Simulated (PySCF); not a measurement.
**Electric field gradients and quadrupole coupling constants**

Compound: C8H20AlN.
Atom-mapped SMILES: `[CH3:1][CH:2]([CH3:3])[C@@H:4]1[CH2:5][CH2:6][AlH2-:7][N+:8]1([CH3:9])[CH3:10]` (hydrogens: H11, H12, H13 on C1; H14 on C2; H15, H16, H17 on C3; H18 on C4; H19, H20 on C5; H21, H22 on C6; H23, H24 on Al7; H25, H26, H27 on C9; H28, H29, H30 on C10)

Cartesian coordinates in Å at the PBE0-D3(BJ)/def2-SVP level; atoms count from 1:
```xyz
30
C8H20AlN angstrom
C      2.5229    1.0210   -0.0047
C      1.6054   -0.1987    0.0563
C      2.0906   -1.1606    1.1397
C      0.1390    0.2644    0.2008
C     -0.3466    0.4680    1.6360
C     -1.7489    1.0810    1.6529
Al    -2.6941    0.2606    0.0981
N     -0.8681   -0.5637   -0.5449
C     -0.8388   -1.9891   -0.1989
C     -0.7412   -0.4082   -1.9966
H      2.4455    1.6181    0.9184
H      2.2659    1.6788   -0.8492
H      3.5755    0.7205   -0.1171
H      1.6962   -0.7160   -0.9156
H      2.1294   -0.6667    2.1225
H      3.1100   -1.5049    0.9071
H      1.4576   -2.0525    1.2420
H      0.0640    1.2484   -0.2945
H     -0.3463   -0.5023    2.1617
H      0.4036    1.0826    2.1652
H     -2.2283    0.9395    2.6341
H     -1.6796    2.1722    1.4940
H     -3.6160   -1.0433    0.2964
H     -3.0775    1.2347   -1.1249
H     -1.6942   -2.4902   -0.6709
H      0.0923   -2.4686   -0.5440
H     -0.9351   -2.1199    0.8862
H     -0.8087    0.6544   -2.2631
H     -1.5670   -0.9365   -2.4936
H      0.2118   -0.8213   -2.3700
```

Field gradients from the PBE0/pcSseg-1 density (PySCF, non-relativistic), principal values in atomic units, ordered |Vxx| ≤ |Vyy| ≤ |Vzz|:

```json
{"atom": "Al7", "Vxx": "-0.3869", "Vyy": "-0.4764", "Vzz": "0.8633"}
{"atom": "N8", "Vxx": "0.4145", "Vyy": "0.4482", "Vzz": "-0.8628"}
```

Question: Find the asymmetry η = (Vxx − Vyy)/Vzz and the couplings χ = eQV/h (234.96 MHz × Q in barn × V in au), with Q(27Al) = 0.1466 b, Q(14N) = 0.02044 b.

Answer: 
```
atom                       environment  nucleus     η  χzz (MHz)  χxx (MHz)  χyy (MHz)
 Al7  aluminium bonded to C, N and 2 H     27Al  0.10      29.74     -13.33     -16.41
  N8     nitrogen bonded to Al and 3 C      14N  0.04     -4.144      1.991      2.153
```

The gradient is axial or nearly so (η below 0.05) at N8. The tensor is traceless: Vxx + Vyy + Vzz = 0.

Question: What is Vzz at Al7 in SI units (1 au = 9.71736 × 10²¹ V/m²)?

Answer: 0.8633 au = 8.389 × 10²¹ V/m².

Were the hydrogens deuterons (Q(2H) = 0.00286 b), χzz would run from 69 kHz (H24 and H23) to 203 kHz (H21).

Geometry: PBE0-D3(BJ)/def2-SVP, one conformer, isolated molecule. The small basis limits the accuracy of the gradients.
